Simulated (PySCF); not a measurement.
A PySCF script (with the pyscf-properties extension) for the NMR shieldings of SMILES C1B(SC)SBB1C, C$_{3}$H$_{9}$B$_{3}$S$_{2}$, on a GFN2-xTB geometry:

```python
import basis_set_exchange as bse
import numpy as np
from pyscf import gto, dft
from pyscf.prop import nmr

atoms = """
C     3.436716   -0.115320    0.056196
S     2.178071    0.877136   -0.821922
B     0.690174   -0.069714   -0.634329
C    -0.720051    0.407334   -1.167919
B    -1.674098   -0.120008   -0.003814
C    -2.597888    0.904235    0.760478
B    -1.168318   -1.621903    0.485002
S     0.607514   -1.661945    0.284645
H     4.373580    0.425106   -0.023818
H     3.518133   -1.088751   -0.415040
H     3.148201   -0.225727    1.096221
H    -0.779918    1.469802   -1.405862
H    -0.939025   -0.130176   -2.095252
H    -1.994040    1.448403    1.488861
H    -3.031900    1.657516    0.105499
H    -3.403553    0.431217    1.317820
H    -1.650595   -2.575175    0.963324
"""
names = dict.fromkeys(["C", "S", "B", "H"], "pcSseg-1")
basis = {el: gto.basis.parse(bse.get_basis(n, elements=[el], fmt="nwchem")) for el, n in names.items()}
mol = gto.M(atom=atoms, basis=basis, charge=0, verbose=0)
mf = dft.RKS(mol, xc="PBE0")
mf.grids.level = 2
mf.grids.alignment = dft.numint.BLKSIZE   # the property module wants whole blocks of grid points
mf.conv_tol = 1e-9
mf.kernel()

calc = nmr.RKS(mf)   # GIAO
C = mf.mo_coeff
Co = C[:, mf.mo_occ > 0]
resp = mf.gen_response(singlet=True, hermi=2)
def vind(x):   # induced exchange potential for any number of trial vectors
    d = np.einsum("pi,xij,qj->xpq", C, 2 * x.reshape(-1, C.shape[1], Co.shape[1]), Co, optimize=True)
    return np.einsum("xpq,pi,qj->xij", resp(d - d.transpose(0, 2, 1)), C, Co, optimize=True).ravel()
mo1, _ = nmr.rhf.solve_mo1(calc, with_cphf=vind)
sigma = calc.kernel(mo1)
for i, s in enumerate(sigma):   # ppm
    print("%2d %-2s %9.2f" % (i, mol.atom_pure_symbol(i), np.trace(s) / 3))
```

**Question.** Give the expected output.

**Answer.** 
```
 0 C     167.54
 1 S     472.63
 2 B      32.96
 3 C     139.81
 4 B       8.00
 5 C     172.99
 6 B      15.48
 7 S     267.88
 8 H      29.52
 9 H      29.01
10 H      29.22
11 H      29.48
12 H      29.54
13 H      31.02
14 H      30.30
15 H      30.23
16 H      22.90
```

These numbers come from an equivalent density-fitted implementation of the same equations, which agrees with the script to about 0.01 ppm for H and up to a few tenths of a ppm for heavy atoms, so last digits may differ.

Size and cost of the density-fitted run: 195 basis functions, 82 s wall time on 1 thread of an Arm Neoverse N1, shared host; peak memory 0.86 GiB.
